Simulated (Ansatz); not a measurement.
This triplet is an excited state, 0.69 eV above the relaxed singlet at the level frozen-core CCSD(T)/aug-cc-pVTZ // B3LYP-D3(BJ)/def2-SVPD (Ansatz, a program for electronic structure).

Species: HBF, SMILES `[BH-]F` (excited triplet) (charge -1, multiplicity 3), formula HBF.

Q: How many basis functions does frozen-core CCSD(T)/aug-cc-pVTZ // B3LYP-D3(BJ)/def2-SVPD (Ansatz) use, how many core orbitals are frozen, and how many electrons are correlated?

A: 115 basis functions and 2 frozen orbitals, which leaves 12 correlated electrons. Core time is of the order of minutes.
